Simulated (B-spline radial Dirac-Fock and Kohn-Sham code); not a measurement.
The S-like isoelectronic sequence (16 electrons), Z = 53 to 68

These are calculated numbers from a radial atomic solver; the model is Dirac-Fock energy differences between relaxed states, corrected for Breit and QED terms. Binding energies in eV, tabulated ground configurations ([Ne] 3s2 3p4 throughout). No correlation.

| ion | 2s | 2p1/2 | 3s | outermost level | NIST ionisation energy |
| --- | --- | --- | --- | --- | --- |
| I³⁷⁺ | 7284.0 | 6963.1 | 2784.4 | 2620.1 (3p) | 2598 ± 4 |
| Xe³⁸⁺ | 7624.9 | 7295.8 | 2923.3 | 2751.2 (3p) | 2726 ± 4 |
| Cs³⁹⁺ | 7974.8 | 7637.4 | 3065.8 | 2885.7 (3p) | 2859 ± 4 |
| Ba⁴⁰⁺ | 8333.5 | 7987.7 | 3212.0 | 3023.5 (3p) | 2994 ± 4 |
| La⁴¹⁺ | 8701.4 | 8347.1 | 3361.9 | 3164.7 (3p) | 3133 ± 4 |
| Ce⁴²⁺ | 9078.4 | 8715.4 | 3515.6 | 3309.2 (3p) | 3274 ± 4 |
| Pr⁴³⁺ | 9464.6 | 9093.0 | 3673.2 | 3457.1 (3p) | 3419 ± 4 |
| Nd⁴⁴⁺ | 9860.3 | 9479.8 | 3834.5 | 3608.4 (3p) | 3567 ± 4 |
| Pm⁴⁵⁺ | 10265.5 | 9876.1 | 3999.8 | 3763.1 (3p) | 3718 ± 4 |
| Sm⁴⁶⁺ | 10680.3 | 10281.8 | 4169.0 | 3921.3 (3p) | 3873 ± 4 |
| Eu⁴⁷⁺ | 11104.9 | 10697.3 | 4342.2 | 4082.9 (3p) | 4031 ± 4 |
| Gd⁴⁸⁺ | 11539.4 | 11122.5 | 4519.3 | 4248.1 (3p) | 4191 ± 4 |
| Tb⁴⁹⁺ | ? | ? | ? | ? | ? |
| Dy⁵⁰⁺ | 12438.8 | 12002.8 | 4885.9 | 4588.8 (3p) | 4523 ± 4 |
| Ho⁵¹⁺ | 12904.0 | 12458.2 | 5075.4 | 4764.5 (3p) | 4693 ± 4 |
| Er⁵²⁺ | 13379.6 | 12924.0 | 5269.1 | 4943.7 (3p) | 4866 ± 4 |

**Question.** Fill in the row of Tb⁴⁹⁺.

**Answer.** 2s 11984.1, 2p1/2 11557.6, 3s 4700.6, outermost 4416.7 (3p), NIST 4355 ± 4 eV.

NIST's values are for the lowest levels; a dash marks a value that is missing or belongs to another shell. Their kind here: theoretical. Where a p, d or f shell is open in either ion the computed value averages over both j values and all terms, while the table refers to the lowest levels; that difference holds spin-orbit splitting (largest in heavy or highly charged ions), term energies where several electrons share open shells, and correlation, and it can reach 10 % or more.
